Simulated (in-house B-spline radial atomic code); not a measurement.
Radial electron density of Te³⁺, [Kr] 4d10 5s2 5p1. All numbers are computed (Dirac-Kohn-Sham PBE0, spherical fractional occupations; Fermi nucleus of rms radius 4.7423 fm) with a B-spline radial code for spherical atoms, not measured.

Caution: exact exchange at fractional occupations of open shells leaves self-interaction of up to several eV.

Columns: r (bohr), 4πr²n(r) (electrons per bohr), bar.

```
 0.00111    2.195 #
 0.00137    3.154 ##
 0.00169    4.499 ##
 0.00209    6.394 ###
 0.00258    8.972 #####
 0.00319    12.47 ######
 0.00394    17.05 #########
 0.00487    22.91 ############
 0.00601    30.04 ###############
 0.00743    38.39 ####################
 0.00918    47.41 ########################
  0.0113    56.04 #############################
   0.014     63.4 #################################
  0.0173    67.67 ###################################
  0.0214       68 ###################################
  0.0264    64.86 #################################
  0.0326    60.65 ###############################
  0.0403    59.34 ##############################
  0.0498    64.31 #################################
  0.0615    74.83 ######################################
   0.076    84.73 ############################################
  0.0939    85.69 ############################################
   0.116    75.68 #######################################
   0.143    63.76 #################################
   0.177    61.88 ################################
   0.219    69.74 ####################################
    0.27    71.16 #####################################
   0.334    55.29 ############################
   0.413    33.13 #################
    0.51    22.97 ############
    0.63    25.19 #############
   0.779    26.21 #############
   0.962    19.86 ##########
    1.19    11.33 ######
    1.47     5.82 ###
    1.81    3.262 ##
    2.24    1.819 #
    2.77   0.8096 
    3.42   0.2489 
    4.23  0.04715 
    5.22 0.005123 
    6.45 0.0002756 
    7.97 6.367e-06
```

On this grid the curve has 4 maxima, near 0.0214, 0.0939, 0.27, 0.779 bohr.

The 5p3/2 radial function P(r) = rR(r), positive near the nucleus, with its small component Q(r) (sign convention: Q ≈ (P' + κP/r)/2c):

```tsv
r (bohr)	P	Q
0.00169	0.0007546	-7.221e-05
0.00258	0.001692	-0.0001624
0.00394	0.003749	-0.0003607
0.00601	0.008137	-0.0007848
0.00918	0.0172	-0.001666
0.014	0.03466	-0.003383
0.0214	0.0654	-0.006478
0.0326	0.1099	-0.01123
0.0498	0.1537	-0.01689
0.076	0.1487	-0.02005
0.116	0.03035	-0.01531
0.177	-0.1718	-0.00165
0.27	-0.2183	0.0101
0.413	0.09129	0.007052
0.63	0.3764	-0.003914
0.962	0.06089	-0.005873
1.47	-0.5699	-0.0001308
2.24	-0.749	0.003083
3.42	-0.3797	0.001914
5.22	-0.06704	0.0003588
7.97	-0.002647	1.438e-05
```
